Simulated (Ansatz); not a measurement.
The cluster Si6H3. Charge 0, multiplicity 2. Geometry PBE0-D4/def2-SVP, that of the charge +1 singlet.

```xyz
9

Si    1.367    0.382    1.370
Si    0.521   -1.442   -0.209
Si    0.647    0.748   -0.936
Si   -0.724   -1.096    1.769
Si   -1.634   -0.698   -0.962
Si   -1.016    0.966    0.653
H    -1.695    2.214    1.070
H     1.365   -2.577   -0.646
H     1.169    1.502   -2.109
```

LC-ωPBE has ω = 0.4 bohr⁻¹. The structure comes from a short search, and lower isomers may exist.

Estimate the α-spin orbital energies around the gap (eV) in Ansatz with PBE-D4/def2-TZVP, PBE0-D4/def2-TZVP, LC-ωPBE/def2-TZVP.


| orbital | PBE-D4/def2-TZVP | PBE0-D4/def2-TZVP | LC-ωPBE/def2-TZVP |
| --- | --- | --- | --- |
| HOMO−5 | -7.18 | -8.23 | -10.78 |
| HOMO−4 | -6.90 | -7.94 | -10.52 |
| HOMO−3 | -6.76 | -7.56 | -9.69 |
| HOMO−2 | -6.43 | -7.32 | -9.55 |
| HOMO−1 | -5.34 | -6.14 | -8.26 |
| HOMO | -3.17 | -3.85 | -5.78 |
| LUMO | -2.96 | -2.28 | -0.45 |
| LUMO+1 | -2.67 | -2.00 | -0.16 |
| LUMO+2 | -2.12 | -1.35 | 0.65 |
| LUMO+3 | -1.76 | -1.01 | 0.85 |
| LUMO+4 | -1.68 | -0.96 | 1.17 |
| LUMO+5 | -1.39 | -0.62 | 1.38 |
| β HOMO | -5.23 | -6.03 | -8.19 |
| β LUMO | -2.89 | -2.21 | -0.37 |
